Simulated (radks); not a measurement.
The mean radii <r> (bohr) of the occupied orbitals of an atom or ion are listed with their occupations. All-electron calculation, scalar-relativistic Kohn-Sham, PBE, spin-unpolarised, spherical densities, finite nucleus; Fermi nuclear charge, rms radius of each element as measured or else 0.836 A^(1/3) + 0.57 fm. Program: a radial shooting solver on a logarithmic mesh with Libxc functionals.

orbital  occ.      <r>
1s          2  0.01580
2s          2  0.06649
2p          6  0.06054
3s          2   0.1716
3p          6   0.1737
3d         10   0.1575
4s          2   0.3771
4p          6   0.4026
4d         10   0.4225
5s          2   0.8312
4f         14   0.4410
5p          6   0.9481
5d         10    1.231
6s          2    2.123
6p          2    2.800

Name the element and its charge.

Answer. Z = 83, bismuth, charge +1: Bi+ in [Hg] 6p2. The 1s radius gives Z: for a bare nucleus <r> = (2 gamma + 1)/(2Z) with gamma = sqrt(1 - (Z/c)^2), 0.01561 bohr for Z = 83, and screening makes it slightly larger (0.01580 here). The occupations add up to 82, and the charge is Z minus that.
